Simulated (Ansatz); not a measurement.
The cluster Sn5⁻, relaxed as a doublet with UKS PBE-D4/def2-SVPD in Ansatz, starting from the GFN1-xTB geometry. Force threshold 0.02 eV/Å.

In the def2 sets Sn takes a core potential; there is no spin–orbit coupling. The structure comes from a short search, and lower isomers may exist.

Start:

```xyz
5

Sn    1.5191   -0.6861   -0.6279
Sn   -0.1578    1.3365   -1.8508
Sn   -1.5602   -0.7630   -0.4136
Sn    0.0366    1.4490    1.0425
Sn    0.1623   -1.3364    1.8498
```

```tsv
step	energy (eV)	largest force component (eV/Å)	SCF passes
1	-29164.0629	0.717	69
2	-29164.2000	0.296	40
3	-29164.2245	0.074	30
4	-29164.2250	0.017	32
5	-29164.2251	0.004	24
```

Force components are those of the run's own axes.

End:

```xyz
5

Sn    1.4538   -0.6569   -0.6012
Sn   -0.1009    1.3552   -1.9388
Sn   -1.6307   -0.8057   -0.4393
Sn    0.0475    1.5151    1.0904
Sn    0.2303   -1.4076    1.8889
```

By distances, no bond broke or formed. The bond that changes most is Sn3–Sn4, from 3.09 to 3.25 Å (atoms count from 1).

The force fell under the threshold at step 4, but the optimiser went on. No frequencies were taken in this run, so the end may be a saddle point.

It took 40 s on 4 threads of Intel Xeon on a shared host.
